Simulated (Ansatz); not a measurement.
# Which is lower?

The two ends of one reaction step of SiAsH7O, singlet (PBE0-D4/def2-TZVP).

A:

| atom | x (Å) | y (Å) | z (Å) |
| --- | --- | --- | --- |
| Si1 | -1.0384 | 0.1975 | 0.2523 |
| H2 | 2.6612 | 1.7433 | -0.2619 |
| H3 | -1.4871 | 1.1081 | -0.8392 |
| H4 | -2.2111 | -0.2504 | 1.0384 |
| O5 | -0.0585 | 0.9681 | 1.3301 |
| H6 | 2.5114 | 1.0341 | -0.4465 |
| As7 | 0.1277 | -1.5710 | -0.8044 |
| H8 | 0.7845 | 1.2872 | 1.0029 |
| H9 | -0.1739 | -2.5520 | 0.3175 |
| H10 | -1.1157 | -1.9649 | -1.5891 |

B:

Si1  (-1.487, 0.558, 0.598)
H2  (2.542, 1.601, -0.159)
H3  (-2.555, 0.499, -0.442)
H4  (-1.933, -0.240, 1.777)
O5  (-0.439, 1.674, 0.677)
H6  (1.304, -1.339, 0.428)
As7  (0.076, -1.199, -0.425)
H8  (1.838, 1.725, 0.074)
H9  (-0.067, -2.639, -0.866)
H10  (0.720, -0.640, -1.662)
(Å)

Program: Ansatz 0.2.0. Basis: def2-TZVPP. Cores are frozen in the correlated methods. Filled d shells of the heavier atoms are correlated. The def2 sets are not built for correlating such inner shells, so the correlated values are less sure here. B3LYP uses VWN-RPA correlation.

Q: Which structure is lower at CCSD(T), and by how much? (Judge from chemistry; the value comes from the calculation.)

A: By the calculation: A, by 170.1 kJ/mol (electronic energy, against the other). By their contacts, A is a complex of SiAsH₅O ([OH][SiH2][AsH2]) + H₂ and B is a complex of SiAsH₅O ([O][SiH2][AsH3]) + H₂.

All methods give the same order:

```json
{"method": "SPW92", "E(B) − E(A) (kJ/mol)": "165.6"}
{"method": "PBE-D4", "E(B) − E(A) (kJ/mol)": "157.1"}
{"method": "BLYP-D4", "E(B) − E(A) (kJ/mol)": "148.1"}
{"method": "r2SCAN-D4", "E(B) − E(A) (kJ/mol)": "165.7"}
{"method": "B97M-V", "E(B) − E(A) (kJ/mol)": "159.9"}
{"method": "PBE0-D4", "E(B) − E(A) (kJ/mol)": "174.2"}
{"method": "B3LYP-D4", "E(B) − E(A) (kJ/mol)": "163.5"}
{"method": "r2SCAN0-D4", "E(B) − E(A) (kJ/mol)": "178.9"}
{"method": "BHLYP-D4", "E(B) − E(A) (kJ/mol)": "179.4"}
{"method": "CAM-B3LYP-D4", "E(B) − E(A) (kJ/mol)": "169.5"}
{"method": "wB97X-V", "E(B) − E(A) (kJ/mol)": "171.5"}
{"method": "wB97M-V", "E(B) − E(A) (kJ/mol)": "172.7"}
{"method": "B2PLYP", "E(B) − E(A) (kJ/mol)": "163.4"}
{"method": "PBE-QIDH", "E(B) − E(A) (kJ/mol)": "177.0"}
{"method": "RPA on PBE", "E(B) − E(A) (kJ/mol)": "162.3"}
{"method": "HF", "E(B) − E(A) (kJ/mol)": "191.3"}
{"method": "MP2", "E(B) − E(A) (kJ/mol)": "165.2"}
{"method": "CCSD", "E(B) − E(A) (kJ/mol)": "176.0"}
{"method": "CCSD(T)", "E(B) − E(A) (kJ/mol)": "170.1"}
```

The T1 diagnostic stays at or below 0.015.

Labels in which every atom is bracketed show which atoms are joined, not bond orders.

For scale, one of the runs: CCSD(T)/def2-TZVPP, 219 basis functions, launched by `ansatz run in.yaml --threads 4 --pin off --events-out ev --progress --plain --max-ram 9574MiB`. Hardware: 4 CPU threads of an Arm Neoverse V1, shared host. Wall time 87 s; peak host memory 3.2 GiB.
